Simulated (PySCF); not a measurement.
SMILES [SiH2](SC)[SiH3] (CH8SSi2) (GFN2-xTB optimised geometry):

```
12

C      1.635    -0.555     0.000
S     -0.185    -0.555     0.000
Si    -0.547     1.571     0.000
Si     0.511     2.609     1.780
H      2.001    -0.056    -0.892
H      2.004    -0.058     0.893
H      1.951    -1.593    -0.004
H     -2.004     1.593    -0.009
H     -0.082     2.036    -1.312
H     -0.243     3.790     2.198
H      1.861     3.057     1.415
H      0.667     1.738     2.948
```

Calculation: PBE0/def2-TZVP (PySCF).

What are the frontier orbital energies and the dipole moment?

HOMO-2 -9.17 eV, HOMO-1 -8.31 eV, HOMO -6.70 eV, LUMO -0.60 eV, LUMO+1 -0.06 eV; dipole moment 1.45 D.

On the same geometry PySCF with PBE/def2-TZVP gives HOMO-2 -7.92 eV, HOMO-1 -7.14 eV, HOMO -5.53 eV, LUMO -1.42 eV, LUMO+1 -0.90 eV; dipole moment 1.37 D.

Meta-Löwdin charges at PBE0/def2-TZVP: C1 -0.40, S2 -0.17, Si3 0.33, Si4 0.20, H5 0.13, H6 0.13, H7 0.14, H8 -0.07, H9 -0.09, H10 -0.07, H11 -0.07, H12 -0.07.
